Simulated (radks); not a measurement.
Q: Radial electron density D(r) = 4 pi r^2 rho(r) of an atom or ion with 66 electrons. Calculated with a radial shooting solver on a logarithmic mesh with Libxc functionals: scalar-relativistic Kohn-Sham, Slater X-alpha with alpha = 0.667, spin-polarised, spherical densities, point nucleus.

r (bohr),D(r) (e/bohr),spin D(r)
0.001416,8.155,0.0000145
0.001648,10.32,0.0000183
0.001934,13.15,0.0000233
0.002251,16.46,0.0000290
0.002642,20.68,0.0000362
0.003076,25.48,0.0000442
0.003609,31.42,0.0000540
0.004202,37.91,0.0000644
0.004931,45.55,0.0000762
0.00574,53.42,0.0000876
0.006736,62.01,0.0000992
0.007842,70.01,0.000109
0.009203,77.63,0.000116
0.01071,83.43,0.000118
0.01257,87.32,0.000116
0.01464,88.50,0.000110
0.01718,87.10,0.0000991
0.02,83.94,0.0000865
0.02347,80.21,0.0000694
0.02732,78.26,0.0000401
0.03206,80.00,-0.0000340
0.03732,86.34,-0.000202
0.0438,97.16,-0.000570
0.05099,108.4,-0.00117
0.05983,116.6,-0.00193
0.06965,117.1,-0.00210
0.08174,109.3,0.000534
0.09516,98.00,0.0106
0.1117,89.66,0.0400
0.13,90.41,0.104
0.1526,98.62,0.239
0.1776,104.7,0.474
0.2084,99.07,0.880
0.2426,81.14,1.46
0.2847,59.00,2.26
0.3315,46.97,3.15
0.389,47.65,4.07
0.4528,53.38,4.71
0.5314,53.83,4.97
0.6186,45.77,4.76
0.726,33.11,4.18
0.8452,22.94,3.43
0.9918,16.49,2.58
1.155,13.11,1.82
1.355,10.32,1.13
1.577,7.556,0.636
1.851,4.803,0.302
2.155,2.828,0.133
2.529,1.594,0.0531
2.944,1.034,0.0225
3.455,0.7677,0.00688
4.022,0.6041,-0.00272
4.72,0.4332,-0.00853
5.495,0.2746,-0.00963
6.448,0.1418,-0.00744
7.507,0.06231,-0.00441
8.809,0.02093,-0.00195
10.26,0.005877,-0.000702
12.03,0.001184,-0.000190
14.01,0.0002003,-0.0000464

What is the nuclear charge?

A: Z = 66. The innermost maximum, from 1s, lies near gamma/Z bohr with gamma = sqrt(1 - (Z/c)^2) = 0.876, here 0.0133 bohr (found: 0.0145), and its height grows with Z. The density is that of neutral dysprosium in [Xe] 4f10 6s2; the configuration itself is not fixed sharply by these data, and Z only to a few units. D(r) has 4 maxima, at r = 0.0145, 0.0653, 0.182, 0.494 bohr, and minima at 0.0280, 0.119, 0.353 bohr, inside which lie 1.94, 11.14, 29.44 electrons.
